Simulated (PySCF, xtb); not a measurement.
ReO₂F₃, SMILES [O]=[Re](=[O])([F])([F])[F], multiplicity 1.

GFN2-xTB run with xtb 6.7.1 at its own geometry gives an orbital gap of 3.31 eV and a dipole moment of 1.76 D.

Geometry: B3LYP-D3(BJ)/def2-SVP. The spin state was assumed, not searched. The def2 effective core potentials stand for the cores of Re; spin–orbit coupling is left out.

**Question.** What does PBE0/def2-TZVP run with PySCF give? (Estimate from the structure and the level; the computed values follow.)

**Answer.** gap 6.39 eV (levels -11.24 and -4.85 eV), dipole 0.40 D.
